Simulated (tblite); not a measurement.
C₃H₃NSSi.
SMILES: `N#CC1=C[SiH2]S1`

Computed with GFN2-xTB (tblite): harmonic, unscaled wavenumbers at the GFN2-xTB geometry, gas phase. Against measured fundamentals such values can be off by several per cent, at times by over 20. Modes of hydrogen on silicon can be 10 to 20 % off.

Harmonic wavenumbers (cm⁻¹): 107.9, 137.2, 279.3, 386.4, 408.4, 456.2, 490.1, 490.8, 568.9, 575.5, 672.2, 715.3, 716.0, 808.8, 1052.2, 1145.6, 1536.1, 2356.8, 2357.4, 2363.0, 3099.2.

A = 5926, B = 1632, C = 1300 MHz; mass 112.976 u (most abundant isotopes); point group Cs, symmetry number 1.

Task: Zero-point energy?

Result: ½Σν̃ = 10362 cm⁻¹ = 29.62 kcal/mol.

Task: Entropy at 298.15 K, 1 bar (ideal gas, RRHO, classical rotation)?

Result: Translation 40.11, rotation 27.64, vibration 14.03: S = 81.8 cal/(mol K).

Task: And Cp and H(298.15 K) − H(0)?

Result: Cp = 26.30 cal/(mol K), of which vibrations give 18.35 (their classical limit is 21 R = 41.7); H(298.15 K) − H(0) = 4.88 kcal/mol without the zero-point energy, 2.51 from vibrations.

Task: What must be added to the electronic energy to get the Gibbs energy at 298.15 K and 1 bar?

Result: ZPE + [H(298.15 K) − H(0)] − T·S = 29.62 + 4.88 − 24.38 = 10.12 kcal/mol.

Task: Blend soft modes into free rotors: weight 1/[1 + (100 cm⁻¹/ν̃)⁴] for the oscillator and the rest for a rotor with moment μB/(μ + B), μ = h/(8π²ν), B = 10⁻⁴⁴ kg m². What vibrational entropy results?

Result: 13.76 cal/(mol K) in place of 14.03, which changes −T·S at 298.15 K by +0.08 kcal/mol.

Hindered rotation and anharmonicity are outside this model.
